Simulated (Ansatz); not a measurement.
`C=NBCCl` + `BB(C)C[SiH3]` → `C=NBC[SiH3]` + `BB(C)CCl`  (redistribution)

Gas-phase electronic energies from Ansatz, PBE0-D4/def2-TZVP geometries. CCSD(T)/CBS is the MP2 limit (def2-TZVPP, def2-QZVPP) plus CCSD(T) − MP2 in def2-TZVPP, frozen cores. Functionals use def2-TZVPP. Each species was taken in one conformer, which may not be the lowest.

Problem. Is it downhill or uphill in electronic energy at CCSD(T)/CBS, and by how much? (Estimate.)

Solution. The calculation gave: Uphill: ΔE = +4.6 kJ/mol.

Problem. What do these levels give: ωB97M-V, PBE0, HF/def2-TZVPP, CCSD/def2-TZVPP, HF/CBS(def2), CCSD/CBS(def2)? (Best estimate.)

Solution. Computed: ωB97M-V 2.5, PBE0 1.7, HF/def2-TZVPP 0.9, CCSD/def2-TZVPP 3.4, HF/CBS(def2) 1.3, CCSD/CBS(def2) 4.4 kJ/mol.

Largest T1 diagnostic among the species: 0.014.
